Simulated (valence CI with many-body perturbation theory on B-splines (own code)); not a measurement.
Mo³⁵⁺: calculated level list

Level of theory: valence CI with perturbative core correlation (CI+MBPT): five valence electrons over a frozen Dirac-Fock core [He], a basis of 9 s, 9 p, 8 d, 6 f, 3 g, 1 h functions for each j, with the one-electron correlation potential Σ1, the two-electron term Σ2, the three-electron term Σ3, Breit, model QED; selected CI, second order for the rest (own B-spline code, finite nucleus).

No measured spectrum was set against this ion. As an estimate, large intervals hold to a few tenths of a per cent, small ones and those within an open d or f shell to about a per cent. Among the levels kept, up to 2000 cm⁻¹ of a level comes from second order outside the variational space, and about a tenth of that is noise between levels of different J, which matters for small intervals.

Levels 1 to 45 of 86, with energies above the lowest level, (2s^2 2p1/2^2 2p3/2) J=3/2. "Leading %" is the weight of the configuration and term that name the level; weights of strongly mixed levels are sums over their largest components and can fall short. In the jj column 3d3/2^4 stands for four electrons in 3d with j = 3/2.

```
No.  Configuration  Term    J  E (× 10³ cm⁻¹)  Leading %                     Leading jj      g     Second component
  1        2s2.2p3   2P°  3/2            0.00         41      2s^2 2p1/2^2 2p3/2 (97 %)  1.440     36 % 2s2.2p3 4S°
  2        2s2.2p3   4S°  3/2          796.24         50      2s^2 2p1/2 2p3/2^2 (98 %)  1.402     48 % 2s2.2p3 2D°
  3        2s2.2p3   2D°  5/2          923.76        100     2s^2 2p1/2 2p3/2^2 (100 %)  1.189                     
  4        2s2.2p3   2P°  1/2          1093.3         99      2s^2 2p1/2 2p3/2^2 (99 %)  0.652                     
  5        2s2.2p3   2P°  3/2          1892.5         56            2s^2 2p3/2^3 (98 %)  1.262     29 % 2s2.2p3 2D°
  6         2s.2p4    4P  5/2          2043.2         83      2s 2p1/2^2 2p3/2^2 (97 %)  1.520       17 % 2s.2p4 2D
  7         2s.2p4    4P  1/2          2416.0         49      2s 2p1/2^2 2p3/2^2 (91 %)  2.272       47 % 2s.2p4 2S
  8         2s.2p4    4P  3/2          2422.0         41      2s 2p1/2^2 2p3/2^2 (86 %)  1.319       32 % 2s.2p4 2D
  9         2s.2p4    4P  3/2          2999.9         58        2s 2p1/2 2p3/2^3 (90 %)  1.391       31 % 2s.2p4 2D
 10         2s.2p4    2D  5/2          3185.1         83        2s 2p1/2 2p3/2^3 (97 %)  1.259       17 % 2s.2p4 4P
 11         2s.2p4    2P  1/2          3375.1         53        2s 2p1/2 2p3/2^3 (85 %)  1.502       32 % 2s.2p4 4P
 12         2s.2p4    2P  3/2          3471.1         62        2s 2p1/2 2p3/2^3 (96 %)  1.126       37 % 2s.2p4 2D
 13         2s.2p4    2P  1/2          4316.5         44              2s 2p3/2^4 (91 %)  1.529       38 % 2s.2p4 2S
 14            2p5   2P°  3/2          4856.9         99         2p1/2^2 2p3/2^3 (99 %)  1.323                     
 15            2p5   2P°  1/2          5768.5         99           2p1/2 2p3/2^4 (99 %)  0.652                     
 16     2s2.2p2.3s    4P  1/2           21399         53         2s^2 2p1/2^2 3s (98 %)  2.058   24 % 2s2.2p2.3s 2S
 17     2s2.2p2.3p   4D°  1/2           21778         43      2s^2 2p1/2^2 3p1/2 (98 %)  0.665  39 % 2s2.2p2.3p 2P°
 18     2s2.2p2.3p   4D°  3/2           22089         27      2s^2 2p1/2^2 3p3/2 (96 %)  1.339  24 % 2s2.2p2.3p 2P°
 19     2s2.2p2.3s    4P  3/2           22213         88     2s^2 2p1/2 2p3/2 3s (99 %)  1.680    9 % 2s2.2p2.3s 2P
 20     2s2.2p2.3s    2P  1/2           22257         68     2s^2 2p1/2 2p3/2 3s (99 %)  1.276   31 % 2s2.2p2.3s 4P
 21     2s2.2p2.3s    2D  5/2           22315         55     2s^2 2p1/2 2p3/2 3s (97 %)  1.366   43 % 2s2.2p2.3s 4P
 22     2s2.2p2.3s    2D  3/2           22349         58     2s^2 2p1/2 2p3/2 3s (98 %)  1.014   39 % 2s2.2p2.3s 2P
 23     2s2.2p2.3d    4F  3/2           22483         38      2s^2 2p1/2^2 3d3/2 (98 %)  0.776   24 % 2s2.2p2.3d 2D
 24     2s2.2p2.3p   4P°  1/2           22589         42  2s^2 2p1/2 2p3/2 3p1/2 (98 %)  1.676  30 % 2s2.2p2.3p 4D°
 25     2s2.2p2.3d    2D  5/2           22607         26      2s^2 2p1/2^2 3d5/2 (96 %)  1.200   22 % 2s2.2p2.3d 4D
 26     2s2.2p2.3p   4D°  3/2           22627         54  2s^2 2p1/2 2p3/2 3p1/2 (98 %)  1.151  24 % 2s2.2p2.3p 2D°
 27     2s2.2p2.3p   2F°  5/2           22702         39  2s^2 2p1/2 2p3/2 3p1/2 (97 %)  1.121  32 % 2s2.2p2.3p 2D°
 28     2s2.2p2.3p   2P°  3/2           22835         35  2s^2 2p1/2 2p3/2 3p1/2 (90 %)  1.409  30 % 2s2.2p2.3p 4S°
 29     2s2.2p2.3p   4D°  5/2           22858         51  2s^2 2p1/2 2p3/2 3p3/2 (96 %)  1.427  34 % 2s2.2p2.3p 4P°
 30     2s2.2p2.3p   4P°  1/2           22886         39  2s^2 2p1/2 2p3/2 3p3/2 (97 %)  1.742  30 % 2s2.2p2.3p 2P°
 31     2s2.2p2.3p   2D°  3/2           22925         48  2s^2 2p1/2 2p3/2 3p3/2 (94 %)  1.213  33 % 2s2.2p2.3p 4P°
 32     2s2.2p2.3p   2F°  7/2           22967         55  2s^2 2p1/2 2p3/2 3p3/2 (98 %)  1.263  44 % 2s2.2p2.3p 4D°
 33     2s2.2p2.3p   2P°  3/2           23007         44  2s^2 2p1/2 2p3/2 3p3/2 (92 %)  1.355  20 % 2s2.2p2.3p 4S°
 34     2s2.2p2.3p   2D°  5/2           23067         50  2s^2 2p1/2 2p3/2 3p3/2 (93 %)  1.189  24 % 2s2.2p2.3p 2F°
 35     2s2.2p2.3p   2P°  1/2           23147         82  2s^2 2p1/2 2p3/2 3p3/2 (95 %)  0.694   8 % 2s2.2p2.3p 4D°
 36     2s2.2p2.3s    4P  5/2           23210         54         2s^2 2p3/2^2 3s (95 %)  1.414   43 % 2s2.2p2.3s 2D
 37     2s2.2p2.3s    2P  3/2           23251         49         2s^2 2p3/2^2 3s (95 %)  1.139   39 % 2s2.2p2.3s 2D
 38      2s.2p3.3s   6S°  5/2           23257         54     2s 2p1/2^2 2p3/2 3s (81 %)  1.766   31 % 2s.2p3.3s 4P°
 39     2s2.2p2.3d    4F  3/2           23304         41  2s^2 2p1/2 2p3/2 3d3/2 (95 %)  0.943   31 % 2s2.2p2.3d 2P
 40     2s2.2p2.3d    4F  5/2           23316         55  2s^2 2p1/2 2p3/2 3d3/2 (95 %)  0.983   37 % 2s2.2p2.3d 2F
 41     2s2.2p2.3d    4D  1/2           23323         80  2s^2 2p1/2 2p3/2 3d3/2 (99 %)  0.221   14 % 2s2.2p2.3d 2P
 42     2s2.2p2.3d    4F  7/2           23362         61  2s^2 2p1/2 2p3/2 3d5/2 (90 %)  1.270   30 % 2s2.2p2.3d 4D
 43      2s.2p3.3s   4S°  3/2           23394         46     2s 2p1/2^2 2p3/2 3s (86 %)  1.635   25 % 2s.2p3.3s 2P°
 44     2s2.2p2.3d    2F  7/2           23398         41  2s^2 2p1/2 2p3/2 3d3/2 (79 %)  1.130   29 % 2s2.2p2.3d 2G
 45     2s2.2p2.3d    4P  5/2           23420         40  2s^2 2p1/2 2p3/2 3d5/2 (66 %)  1.209   39 % 2s2.2p2.3d 2F
```

The ionisation energy to 2s2.2p2 3P_0 of the next ion comes out as 4795.9 eV (NIST: 4800 ± 30 eV (semi-empirical)). All 86 levels together are meant to be complete up to 24369 × 10³ cm⁻¹.
